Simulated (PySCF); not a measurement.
Magnetisability: `C#[C][AlH][CH2][CH2][GeH3]`, C$_{4}$H$_{9}$AlGe

Geometry (Å), atoms numbered from 1 in this order:
```xyz
15

C     4.6641    0.3557   -0.3423
C     3.4969    0.0397   -0.2469
Al    1.6515   -0.5597   -0.1010
C    -0.0440    0.5081   -0.1359
C    -1.1524   -0.5588   -0.0158
Ge   -2.9496    0.2503   -0.1149
H     5.6796    0.6332   -0.4241
H     1.4095   -2.0826    0.0546
H    -0.1503    1.2411    0.6765
H    -0.1908    1.0871   -1.0596
H    -1.0474   -1.1052    0.9276
H    -1.0424   -1.3056   -0.8106
H    -3.1421    1.2517    0.9816
H    -4.0693   -0.7406   -0.0188
H    -3.1178    0.9936   -1.4036
```

Computed, not measured: GIAO PBE0/pcSseg-1 magnetisability, rotational g tensor and spin-rotation constants, non-relativistic, gas phase (PySCF). Geometry: GFN2-xTB.

The calculation is non-relativistic, which matters for the atoms heavier than Zn.

(1) What are the magnetisability and the molar susceptibility?

(2) Split it along the inertial axes a, b, c into diamagnetic and paramagnetic parts about the centre of mass, with the quadrupole moment.

(3) And the rotational g tensor?

## Answers

(1) Isotropic -1411 × 10⁻³⁰ J/T², or -85.0 × 10⁻⁶ cm³/mol; principal values -1486, -1394, -1354 × 10⁻³⁰ J/T², anisotropy 117 × 10⁻³⁰ J/T² (root of half the summed squared differences of the principal values). The susceptibility is in cgs units.

(2) 
```tsv
axis	χ (10⁻⁶ cm³/mol)	diamagnetic (10⁻⁶ cm³/mol)	paramagnetic (10⁻⁶ cm³/mol)	summed x² of all electrons (Å²)	quadrupole Θ (D Å)
a	-87.8	-227.0	139.2	595.2	+1.87
b	-83.2	-2599.7	2516.5	35.9	-5.26
c	-83.9	-2677.6	2593.7	17.6	+3.39
```
Anisotropies 2χaa − χbb − χcc = -8.6 and 2χbb − χaa − χcc = +5.5 × 10⁻⁶ cm³/mol. Θ is traceless in Buckingham's convention.

(3) 
| axis | rotational constant (GHz) | g | nuclear part | electronic part |
| --- | --- | --- | --- | --- |
| a | 12.8526 | -0.0930 | 0.7473 | -0.8403 |
| b | 0.4341 | -0.0032 | 0.5099 | -0.5132 |
| c | 0.4242 | -0.0040 | 0.5128 | -0.5169 |

Asymmetric top; isotopes 27Al, 12C, 74Ge, 1H; no vibrational averaging.
